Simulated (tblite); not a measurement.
C5H12BBrO.
Numbering: `[BH2:1][O:2][CH2:3][C@@H:4]([Br:5])[CH2:6][CH2:7][CH3:8]` (hydrogens: H9, H10 on B1; H11, H12 on C3; H13 on C4; H14, H15 on C6; H16, H17 on C7; H18, H19, H20 on C8)

Computed with GFN2-xTB (tblite), gas phase: L-BFGS steps from a force-field or distance-geometry start until the largest atomic force falls under 0.01 eV/Å.

At the end of the run (lengths in Å): B1–O2 1.326, C4–Br5 1.967, C8–H20 1.087, C7–H17 1.092, C7–H16 1.093, C4–H13 1.093, C3–C4 1.526, B1–O2–C3 124.3°, C4–C6–C7 113.0°, O2–C3–C4 110.3°, C6–C7–C8 111.3°, B1–O2–C3–C4 -107°, O2–C3–C4–Br5 66°, C3–C4–C6–C7 175°, H9–B1–O2–C3 177°, H11–C3–O2–B1 15°.

Problem. These geometries were met on the way; a selection of coordinates is given. Order them by energy above the end point, lowest first.
A. B1–O2 1.457, C4–Br5 1.967, C8–H20 1.113, C7–H17 1.116, C7–H16 1.116, C4–H13 1.116, C3–C4 1.519, B1–O2–C3 109.4°, C4–C6–C7 112.2°, O2–C3–C4 110.0°, C6–C7–C8 111.6°, B1–O2–C3–C4 -179°, O2–C3–C4–Br5 62°, C3–C4–C6–C7 170°, H9–B1–O2–C3 -92°, H11–C3–O2–B1 -58°
B. B1–O2 1.325, C4–Br5 1.981, C8–H20 1.085, C7–H17 1.090, C7–H16 1.093, C4–H13 1.095, C3–C4 1.538, B1–O2–C3 125.2°, C4–C6–C7 115.9°, O2–C3–C4 109.4°, C6–C7–C8 109.7°, B1–O2–C3–C4 -127°, O2–C3–C4–Br5 86°, C3–C4–C6–C7 173°, H9–B1–O2–C3 -169°, H11–C3–O2–B1 -3°
C. B1–O2 1.333, C4–Br5 1.970, C8–H20 1.090, C7–H17 1.088, C7–H16 1.091, C4–H13 1.095, C3–C4 1.540, B1–O2–C3 150.3°, C4–C6–C7 116.9°, O2–C3–C4 116.4°, C6–C7–C8 108.2°, B1–O2–C3–C4 -155°, O2–C3–C4–Br5 70°, C3–C4–C6–C7 173°, H9–B1–O2–C3 -128°, H11–C3–O2–B1 -28°
D. B1–O2 1.339, C4–Br5 1.969, C8–H20 1.088, C7–H17 1.093, C7–H16 1.093, C4–H13 1.089, C3–C4 1.548, B1–O2–C3 134.7°, C4–C6–C7 120.2°, O2–C3–C4 112.5°, C6–C7–C8 107.3°, B1–O2–C3–C4 -129°, O2–C3–C4–Br5 80°, C3–C4–C6–C7 174°, H9–B1–O2–C3 -161°, H11–C3–O2–B1 1°
E. B1–O2 1.355, C4–Br5 2.001, C8–H20 1.090, C7–H17 1.094, C7–H16 1.096, C4–H13 1.096, C3–C4 1.544, B1–O2–C3 129.6°, C4–C6–C7 117.7°, O2–C3–C4 109.9°, C6–C7–C8 108.3°, B1–O2–C3–C4 -128°, O2–C3–C4–Br5 83°, C3–C4–C6–C7 174°, H9–B1–O2–C3 -165°, H11–C3–O2–B1 -1°

Solution. B (0.114 eV), E (0.227 eV), D (0.388 eV), C (0.725 eV), A (1.171 eV).

| step | E above end (eV) | rms distance from the end, all atoms (Å) | largest force (eV/Å) | rms shift of all bonds from the end (Å) |
| --- | --- | --- | --- | --- |
| 34 | 0.114 | 0.346 | 0.505 | 0.006 |
| 32 | 0.227 | 0.367 | 1.126 | 0.013 |
| 30 | 0.388 | 0.403 | 0.653 | 0.009 |
| 24 | 0.725 | 0.480 | 0.926 | 0.007 |
| 0 | 1.171 | 0.590 | 2.255 | 0.034 |

Rows stand in the order of the answer.
